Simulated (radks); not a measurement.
The numbers below are computed, except where a source is named.
Problem. Ionisation of I+, [Kr] 4d10 5s2 5p4, to I2+, [Kr] 4d10 5s2 5p3, under several functionals. Dirac Kohn-Sham, spin-unpolarised, spherical densities, point nucleus; open shells fill j = l - 1/2 first; a radial shooting solver on a logarithmic mesh with Libxc functionals. The NIST Atomic Spectra Database gives 19.131 eV (measured). Rank these functionals by the error of their Delta-SCF ionisation energy: LDA (Slater exchange, Perdew-Wang correlation); OLYP; Wu-Cohen GGA; HCTH/407; AM05.

Solution. From best to worst: OLYP 19.225 eV (+0.094); AM05 19.338 eV (+0.207); Wu-Cohen GGA 19.396 eV (+0.264); HCTH/407 19.527 eV (+0.396); LDA (Slater exchange, Perdew-Wang correlation) 19.548 eV (+0.416). Spin polarisation and multiplet splitting are left out, so open shells lie too high by an amount that depends on their filling.

Beside tabulated values, note that spin-unpolarised runs miss the spin-polarisation part of the exchange energy of open shells.
